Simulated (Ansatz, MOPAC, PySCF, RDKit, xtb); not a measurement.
Torsion H4–O1–B2–I3 in BH2IO (SMILES OBI); at each angle all else is relaxed with GFN2-xTB, and the levels are single points there.
Geometry at 0° (charge 0, multiplicity 1):
```xyz
5

O     -0.991    -0.299    -0.369
B     -0.004     0.547    -0.204
I      1.056     0.738     1.636
H     -1.283    -0.876     0.340
H      0.301     1.219    -1.109
```

```csv
level,energy at 120° less that at 0° (kJ/mol),cost
UFF,-2.0,-
AM1,57.4,-
PM7,27.6,-
GFN2-xTB,40.1,-
SVWN5/def2-TZVPP,40.4,×0.8
PBE-D4/def2-TZVPP,41.6,×1
BLYP/def2-TZVPP,40.5,×0.9
BLYP-D4/def2-TZVPP,40.6,×0.9
B3LYP/3-21G,41.6,-
B3LYP/LANL2DZ,34.1,-
B3LYP/def2-TZVPP,40.5,×2
B3LYP-D3(BJ)/def2-TZVPP,41.1,×2
PBE0/def2-TZVPP,41.5,×2
PBE0-D4/def2-TZVPP,41.6,×2
MP2/def2-SVP,45.5,-
"MP2/CBS(def2-TZVPP, def2-QZVPP)",43.0,-
SCS-MP2/def2-TZVPP,44.1,-
CCSD/def2-SVP,45.2,-
CCSD(T)/def2-TZVPP,44.0,×10
"MP2/CBS(def2-TZVPP, def2-QZVPP) + ΔCCSD(T)/def2-TZVPP",42.9,×20
```

The rows run from -2.0 (UFF) to 57.4 kJ/mol (AM1). The dispersion term adds 0.2 in BLYP-D4, 0.6 in B3LYP-D3(BJ), 0.0 in PBE0-D4. The 4 functionals in def2-TZVPP without D3 or D4 span 1.1, from SVWN5 to PBE0.

On the grid 0° to 330°, 120° is the highest and 0° the lowest point at MP2/CBS(def2-TZVPP, def2-QZVPP) + ΔCCSD(T)/def2-TZVPP.

Correlated levels freeze the cores. Filled d and f shells under p-block atoms count as core. CBS: X⁻³ extrapolation of the correlation energy, Hartree–Fock from the larger set. Rows in 3-21G, LANL2DZ carry no dispersion term and start afresh at each structure; the Pople sets are all-electron and without relativity. LANL2DZ brings its own core potentials from Na on. The state reached by AM1, PM7 isn't checked; PM7 holds dispersion and hydrogen-bond terms.

The values were computed with Ansatz (a program for electronic structure); MOPAC for AM1, PM7 (differences of heats of formation); PySCF for 3-21G rows, LANL2DZ rows, the dispersion terms; RDKit for the force fields; xtb for the GFN methods.  In def2 rows elements past Kr take small-core potentials, without spin–orbit coupling.

Costs are rough ratios of core time to PBE/def2-TZVPP (about 4 s over the structures, on one shared machine); a dash marks a level with no comparable run of its own.
